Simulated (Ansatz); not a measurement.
`COC#C[SiH3]`, charge 0, multiplicity 1.

Give a relaxed structure at PBE0-D4/def2-TZVP (Ansatz). (Best estimate.)

Ansatz gave: 
```xyz
11

C    -1.612    1.342   -1.389
O    -1.662    0.021   -0.827
C    -0.620   -0.327   -0.161
C     0.348   -0.681    0.473
Si    1.787   -1.222    1.422
H    -1.503    2.080   -0.593
H    -2.556    1.481   -1.910
H    -0.776    1.416   -2.087
H     2.798   -0.134    1.451
H     1.398   -1.550    2.818
H     2.398   -2.426    0.804
```
Point group Cs.
This is one stationary point; other conformers may exist.
